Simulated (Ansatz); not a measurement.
Computed with Ansatz on PBE0-D4/def2-TZVP structures; ΔE is electronic, products minus reactants. CCSD(T)/CBS adds triple-zeta CCSD(T) − MP2 to the extrapolated MP2 energy (def2 sets, frozen cores). DFT in def2-TZVPP. HSE06 is defined as in plane-wave codes. def2 core potentials past Kr. For Te outer-core shells are correlated without core-valence functions, which leaves a few kJ/mol of doubt a bond. Each species was taken in one conformer, which may not be the lowest.

Consider the redistribution: `N[Si](O)(O)[TeH]` + `OC(F)[SiH3]` → `N[Si](O)(O)O` + `FC([SiH3])[TeH]`.

(1) Is it downhill or uphill in electronic energy at CCSD(T)/CBS, and by how much? (Best estimate.)

(2) What do these levels give: PBE-D4, r2SCANh-D4, HSE06-D4, r2SCANh, CCSD(T)/def2-SVP, SCS-MP2/def2-TZVPP? (Estimate.)

Largest T1 diagnostic among the species: 0.012.

Answers

(1) Computed: Downhill: ΔE = -0.84 eV.

(2) Computed: PBE-D4 -0.63, r2SCANh-D4 -0.75, HSE06-D4 -0.65, r2SCANh -0.75, CCSD(T)/def2-SVP -0.46, SCS-MP2/def2-TZVPP -0.85 eV.

In def2-TZVPP, CCSD(T) changes the Hartree–Fock value by −0.07 eV (the triples alone add +0.00 eV) and MP2 by −0.09 eV. From BLYP to BHLYP (50 % exact exchange), in def2-TZVPP and without D4, ΔE moves by −0.05 eV.
